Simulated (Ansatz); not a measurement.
Consider the isomerisation: `FCC#C[SiH3]` → `C=C1C[SiH]1F`.

Gas-phase electronic energies from Ansatz, PBE0-D4/def2-TZVP geometries. CCSD(T)/CBS is the MP2 limit (def2-TZVPP, def2-QZVPP) plus CCSD(T) − MP2 in def2-TZVPP, frozen cores. DFT in def2-TZVPP. B3LYP here is the variant with VWN-RPA as its local correlation; programs differ in this.

```tsv
level	ΔE (kcal/mol)	difference from CCSD(T)/CBS
r2SCAN-D4	-41.3	-2.7
B97M-V	-41.8	-3.2
B3LYP-D4	-37.1	1.5
r2SCANh-D4	-41.6	-3.0
BHLYP-D4	-37.4	1.2
CAM-B3LYP-D4	-37.7	0.9
ωB97X-V	-38.9	-0.3
B2PLYP	-36.1	2.5
PBE	-39.9	-1.3
B3LYP	-35.9	2.7
r2SCANh	-41.5	-2.9
HF/def2-SVP	-25.4	13.2
SCS-MP2/def2-TZVPP	-35.0	3.6
CCSD/def2-TZVPP	-36.5	2.1
CCSD(T)/def2-TZVPP	-36.9	1.7
MP2/CBS(def2)	-39.7	-1.1
CCSD(T)/CBS	-38.6	0
```

Largest T1 diagnostic among the species: 0.012.

From BLYP to BHLYP (50 % exact exchange), in def2-TZVPP and without D4, ΔE moves by −2.1 kcal/mol. Leaving LDA and LC-ωPBE aside and taking each functional with its dispersion term where it has one, the values, not all of them listed here, spread over 6.2 kcal/mol, from r2SCAN0-D4 to BLYP-D4. LDA lies −5.0 kcal/mol from PBE without D4.

CCSD(T)/CBS has its own doubt, a few kJ/mol and more with outer-core shells, so smaller differences from it don't rank the levels.
